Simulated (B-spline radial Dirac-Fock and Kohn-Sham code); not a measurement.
What relativity does to the binding energies of Sc⁷⁺

System: scandium as Sc⁷⁺ in the configuration [Ne] 3s2 3p2.

Both columns are ΔSCF binding energies of the configuration average from a radial atomic solver: non-relativistic Hartree-Fock with a point nucleus, and Dirac-Fock with a finite nucleus and the Coulomb interaction alone, averaged over the two j levels with weights 2j+1.

```
shell  Hartree-Fock (eV)  Dirac-Fock (eV)  shift (eV)  shift (%)
   1s             4631.0           4657.6      +26.65      +0.58
   2s              649.3            654.4       +5.18      +0.80
   2p              555.4            556.0       +0.59      +0.11
   3s              177.8            178.7       +0.94      +0.53
   3p              155.7            155.8       +0.16      +0.11
```

Relativity binds 1s, 2s, 2p, 3s, 3p more strongly, among those listed most of all 2s in relative terms.

Values without a named source are computed, but for edge energies of neutral atoms, which are taken from tables.
